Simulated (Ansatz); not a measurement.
```xyz
3

O    -0.9045    1.4311    0.5986
C    -0.4615    0.3649    0.6544
S     0.2265   -1.2909    0.7410
```

Basis set: cc-pVDZ (spherical functions). Left uncorrelated: 7 orbitals. Charge 0, multiplicity 1.

Computed with Ansatz (development build ahead of 0.2.0); the reference of a correlated method needn't be the lowest determinant of its kind. Restricted open shells among the atoms or ions are ROHF, correlated in semicanonical orbitals with singles.

Problem. Give the atomization energy at this shape (free ground-state atoms in the same class of orbitals less the molecule, no zero-point energy) of singlet COS by RHF-CCSD(T), RHF-CCSD.

Solution.

| method | atomization energy |
| --- | --- |
| RHF-CCSD(T) | 12.47 eV |
| RHF-CCSD | 11.98 eV |

Caution: no unrestricted run beside it, a lower state can exist.
